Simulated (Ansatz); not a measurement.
Start from `C[Si](C)(C)CBCl` and change one atom or group to get `[CH3][Zn][S][Si](C)(C)C`.

Ansatz, PBE0-D4/def2-TZVP geometries, multiplicity 1. Each molecule was computed in one conformer, which needn't be the lowest.

Scalar relativity is left out up to krypton.

```
                             property  `C[Si](C)(C)CBCl`
    LUMO energy (PBE/def2-TZVPP) / eV              -1.91
 HOMO–LUMO gap (PBE0/def2-TZVPP) / eV               7.09
HOMO–LUMO gap (B3LYP/def2-TZVPP) / eV               6.68
HOMO energy (ωB97M-V/def2-TZVPP) / eV             -10.30
  HOMO–LUMO gap (PBE/def2-TZVPP) / eV               4.81
  LUMO energy (B3LYP/def2-TZVPP) / eV              -1.16
```

(1) What does the change do to each property? (An estimate is asked.)

Answers

(1) Ansatz gave: 
```csv
property,`[CH3][Zn][S][Si](C)(C)C`,shift
LUMO energy (PBE/def2-TZVPP) / eV,-1.00,0.91
HOMO–LUMO gap (PBE0/def2-TZVPP) / eV,6.61,-0.48
HOMO–LUMO gap (B3LYP/def2-TZVPP) / eV,6.13,-0.55
HOMO energy (ωB97M-V/def2-TZVPP) / eV,-9.02,1.28
HOMO–LUMO gap (PBE/def2-TZVPP) / eV,4.69,-0.12
LUMO energy (B3LYP/def2-TZVPP) / eV,-0.48,0.68
```

With PBE0 the HOMO rises by 1.21 eV and the LUMO rises by 0.73 eV, so the gap narrows by about 0.48 eV. PBE moves the HOMO by 1.03 eV and ωB97M-V by 1.28 eV.

B3LYP here is the variant with VWN-RPA as its local correlation; programs differ in this.
